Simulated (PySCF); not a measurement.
```xyz
13

Si    -0.8718     1.8105     0.1687
B     -0.0014     0.0126     0.0498
Si    -1.0673    -1.5465    -0.6126
Si     1.9327    -0.2569     0.4902
H     -0.5047     2.4778    -1.1133
H     -0.3681     2.6506     1.2836
H     -2.3532     1.7603     0.2458
H     -0.2582    -2.6508    -1.1854
H     -2.1214    -1.1736    -1.5892
H     -1.7409    -2.0579     0.6157
H      2.1940    -1.5966     1.0766
H      2.5297     0.7711     1.3780
H      2.6290    -0.1955    -0.8265
```

Charge 0, multiplicity 1.

**Question.** Give the Mulliken and meta-Löwdin atomic charges from PySCF with TPSSh-D3(BJ)/def2-TZVP // B3LYP-D3(BJ)/def2-TZVP.

**Answer.** 
| atom | Mulliken (e) | meta-Löwdin (e) |
|---|---|---|
| Si1 | 0.04 | 0.38 |
| B2 | 0.07 | -0.37 |
| Si3 | 0.04 | 0.38 |
| Si4 | 0.04 | 0.38 |
| H5 | -0.02 | -0.07 |
| H6 | -0.02 | -0.09 |
| H7 | -0.02 | -0.09 |
| H8 | -0.02 | -0.09 |
| H9 | -0.02 | -0.09 |
| H10 | -0.02 | -0.08 |
| H11 | -0.02 | -0.09 |
| H12 | -0.03 | -0.09 |
| H13 | -0.02 | -0.08 |
